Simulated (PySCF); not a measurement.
C2H4ClFOSi.

```xyz
10

C     -2.1815    -0.5734    -0.3609
C     -1.0333    -0.7143     0.6062
O     -1.1641    -1.0646     1.7613
Si     0.7481    -0.2716     0.0266
F      0.9989    -0.8852    -1.4580
Cl     0.8656     1.7873    -0.1129
H     -2.2296     0.4706    -0.7154
H     -3.1277    -0.8547     0.1228
H     -1.9986    -1.2003    -1.2499
H      1.7790    -0.7865     0.9490
```

The structure is a stationary point at B3LYP-D3(BJ)/def2-SVP. The structure was generated by enumeration; whether it is a known compound was not checked. The values are those of a single conformer.

Computed with KT2/pcSseg-1 (PySCF). Non-relativistic, no solvent.

Computed absolute GIAO shielding of each atom: isotropic value and principal components (ppm):
| atom | σ(iso) | σ11 | σ22 | σ33 | span |
|---|---|---|---|---|---|
| C1 | 148.3 | 120.4 | 136.9 | 187.7 | 67.3 |
| C2 | -32.8 | -98.9 | -87.1 | 87.5 | 186.4 |
| O3 | -420.6 | -1125.1 | -463.0 | 326.3 | 1451.5 |
| Si4 | 381.8 | 330.6 | 369.0 | 445.8 | 115.2 |
| F5 | 312.7 | 260.2 | 318.6 | 359.2 | 99.0 |
| Cl6 | 863.6 | 683.4 | 909.6 | 997.9 | 314.5 |
| H7 | 28.4 | 25.1 | 29.5 | 30.6 | 5.5 |
| H8 | 29.2 | 26.7 | 26.9 | 34.0 | 7.3 |
| H9 | 28.6 | 25.4 | 29.0 | 31.3 | 5.9 |
| H10 | 26.0 | 22.7 | 23.7 | 31.7 | 9.0 |
